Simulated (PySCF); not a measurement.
Input for PySCF: R-HF/STO-3G on CHN (SMILES C#N).

```python
from pyscf import gto, scf, dft, mp
from pyscf.data.elements import chemcore

mol = gto.M(
    atom='''
    C    -0.26562231   -0.19289123    3.32684580
    N    -0.29742533    0.20144683    4.40307887
    H    -0.23519837   -0.54737093    2.31566867
    ''',
    basis='sto-3g',
    charge=0, spin=0, verbose=3, max_memory=1800)
mf = scf.RHF(mol)
mf.conv_tol = 1e-8
mf.max_cycle = 100
mf.kernel()
if not mf.converged:
    mf = mf.newton().run(mf.mo_coeff, mf.mo_occ)
```

It printed:

```
converged SCF energy = -91.6750675094579
```

Self-consistency was reached.

Cost: roughly 0.04 core-seconds.
